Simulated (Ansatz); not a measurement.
A structure relaxed at PBE0-D4/def2-SVP in Ansatz, charge 1, doublet:

Cartesian coordinates in Å:
```
Be 1.119 -0.119 0.847
Be -0.852 1.862 -0.615
Be -0.488 -1.261 -0.391
Br -0.441 -1.287 1.762
Br 0.875 1.978 0.695
Br -1.811 0.068 -1.370
Br 1.598 -1.242 -0.928
```

(1) Give its formula.

(2) Summarise the bond lengths by kind (pairs closer than 1.2 times the sum of covalent radii, bridged metal pairs left out).

## Answers

(1) the cluster Be₃Br₄⁺.

(2) 8 × Be–Br 2.12 to 2.17 Å.

Another isomer (doublet) lies 0.36 eV lower at PBE0-D4/def2-TZVP; other spin states weren't run for this one.
